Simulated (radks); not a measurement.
Problem. The silicon ion Si7+, [He] 2s2 2p3. Calculated with a radial shooting solver on a logarithmic mesh with Libxc functionals: non-relativistic Kohn-Sham, exchange-only LDA, spin-polarised, spherical densities, point nucleus. Every spin shell is full or empty, so the densities are truly spherical. Functionals are evaluated on that one density, not self-consistently. Rank these exchange functionals by their error against the exact value of the orbitals, and give that value: LDA, B88, PBEsol, RPBE, PW91, PW86, OPTX, AM05, SOGGA, G96, APBE, TPSS, revTPSS, Tao-Mo.

Solution. Exact: -15.5940 hartree. From best to worst, with 100 (|E| - |E exact|)/|E exact| (equal figures are ties): RPBE -0.01, OPTX -0.07, Tao-Mo -0.08, G96 -0.11, TPSS +0.15, B88 -0.26, PW86 +0.27, APBE +0.32, revTPSS -0.36, PW91 -0.57, PBEsol -4.33, SOGGA -4.42, AM05 -8.21, LDA -9.88.
